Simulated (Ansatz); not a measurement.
Relaxation of C$_{3}$H$_{8}$BClO (14 atoms, charge 0, multiplicity 1), to a largest force component of 0.02 eV/Å in at most 50 steps.

Method: Ansatz, RKS PBE-D4/STO-3G.

```xyz
14
Properties=species:S:1:pos:R:3:forces:R:3
B 0.321 -0.924 -1.468 -1.40 1.45 -1.20
C -0.103 -0.360 -0.015 1.48 0.89 -3.45
C 0.366 -1.358 1.016 2.01 -1.21 2.09
Cl -0.016 -0.835 2.663 -0.93 0.71 2.78
O 0.530 0.886 0.195 1.07 -0.90 2.29
C -0.372 1.969 -0.033 -2.10 0.93 -1.90
H 0.978 -0.224 -2.190 -0.72 -0.28 0.65
H -0.110 -1.897 -1.871 -1.00 -0.92 -0.94
H 0.777 -1.465 -0.537 2.46 -0.83 -1.12
H 1.509 -1.436 1.023 -1.15 0.08 0.26
H -0.048 -2.365 0.864 -0.33 -0.41 -0.31
H -1.178 1.957 0.731 -0.35 -0.03 0.02
H -0.830 1.934 -1.081 0.21 0.09 0.87
H 0.149 2.925 0.091 0.75 0.41 -0.04
```

Q: Where does it end, and by what steps?

A: The forces met the threshold. Limits of this set-up: minimal basis. After 33 steps the energy has fallen by 3.676 eV; H12 moved furthest, 1.63 Å.

```tsv
step	energy less start (eV)	largest force component (eV/Å)	accepted
0	0.0000	3.451	yes
2	-2.1924	1.201	yes
4	-2.9628	0.733	yes
6	-3.3655	0.752	yes
8	-3.5347	0.925	yes
10	-3.5808	0.086	yes
12	-3.5870	0.456	no
14	-3.6032	0.100	yes
16	-3.6117	0.193	yes
18	-3.6108	0.364	no
20	-3.6306	0.173	yes
22	-3.6380	0.183	yes
24	-3.6447	0.503	no
26	-3.6594	0.217	yes
28	-3.6673	0.184	yes
30	-3.6734	0.118	yes
32	-3.6755	0.025	yes
33	-3.6757	0.015	yes
```

```xyz
14
Properties=species:S:1:pos:R:3
B 0.269 -0.767 -1.338
C 0.255 -0.425 0.174
C 0.629 -1.465 1.259
Cl 0.533 -0.861 3.000
O -0.065 0.766 0.764
C -0.439 1.831 -0.231
H 0.987 0.039 -1.853
H -0.830 -0.514 -1.738
H 0.595 -1.882 -1.514
H 1.672 -1.813 1.069
H -0.054 -2.341 1.156
H -1.317 1.493 -0.827
H 0.418 2.022 -0.914
H -0.681 2.725 0.382
```

Run time: 3.5 min on 1 thread of Arm Neoverse N1, with other jobs on the host, peak memory 0.15 GiB.
